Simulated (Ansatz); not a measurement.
Geometry optimisation, RKS BLYP/def2-SVP in Ansatz 0.2.0.

The input (input.yaml):

```yaml
crystal:
  periodic: [false, false, false]
  atoms:
    - { symbol: C, position_ang: [-1.7858, 0.8204, 0.7129] }
    - { symbol: C, position_ang: [-0.4049, 1.1261, 0.2505] }
    - { symbol: B, position_ang: [0.5625, 0.0082, 0.7758] }
    - { symbol: S, position_ang: [0.4855, -1.7788, 0.2319] }
    - { symbol: C, position_ang: [1.5001, -1.6022, -1.2288] }
    - { symbol: H, position_ang: [-2.4932, 1.6931, 0.326] }
    - { symbol: H, position_ang: [-1.8702, 0.8456, 1.8144] }
    - { symbol: H, position_ang: [-2.1629, -0.083, 0.2847] }
    - { symbol: H, position_ang: [-0.3529, 1.1685, -0.8157] }
    - { symbol: H, position_ang: [-0.0695, 2.1175, 0.6622] }
    - { symbol: H, position_ang: [1.4693, 0.3044, 1.5355] }
    - { symbol: H, position_ang: [1.593, -2.5603, -1.721] }
    - { symbol: H, position_ang: [2.4655, -1.2569, -0.906] }
    - { symbol: H, position_ang: [1.0506, -0.8318, -1.8937] }
basis:
  gaussian: { orbitals: def2-SVP }
hamiltonian:
  xc: blyp
relax:
  f_tol: 0.02
  max_steps: 50
```

Launched with:

```bash
$ ansatz run input.yaml --threads 2 --pin off --max-ram 3072MiB --backend cpu --events-out ev --progress --plain --runs-dir out
```

**Question.** Where does it end, and by what steps?

**Answer.** The run converged. The force dipped under the threshold on the way, but the program's further checks kept it going. After 30 steps the energy has fallen by 1.324 eV; H11 moved furthest, 1.54 Å.

| step | energy less start (eV) | largest force component (eV/Å) | accepted |
| --- | --- | --- | --- |
| 0 | 0.0000 | 2.843 | yes |
| 2 | -0.4332 | 0.451 | yes |
| 4 | -0.7106 | 0.977 | yes |
| 6 | -1.1102 | 0.792 | yes |
| 8 | -1.2668 | 0.445 | yes |
| 10 | -1.2980 | 0.201 | yes |
| 12 | -1.3080 | 0.221 | yes |
| 14 | -1.3137 | 0.090 | yes |
| 16 | -1.3091 | 0.156 | no |
| 18 | -1.3177 | 0.049 | yes |
| 20 | -1.3198 | 0.056 | yes |
| 22 | -1.3217 | 0.101 | yes |
| 24 | -1.3226 | 0.076 | yes |
| 26 | -1.3232 | 0.055 | yes |
| 28 | -1.3236 | 0.018 | yes |
| 30 | -1.3238 | 0.017 | yes |

```xyz
14
Properties=species:S:1:pos:R:3
C -1.764 1.193 0.740
C -0.394 0.742 0.172
B 0.380 -0.325 1.045
S 1.531 -1.576 0.479
C 1.614 -1.434 -1.369
H -2.221 1.998 0.128
H -1.666 1.575 1.778
H -2.486 0.351 0.771
H -0.501 0.427 -0.888
H 0.290 1.628 0.132
H 0.272 -0.347 2.257
H 2.302 -2.224 -1.722
H 2.011 -0.447 -1.671
H 0.618 -1.591 -1.823
```

The run took 38 s on 2 threads of Intel(R) Xeon(R) 6975P-C (Granite Rapids), with other jobs on the host, peak memory 0.17 GiB.
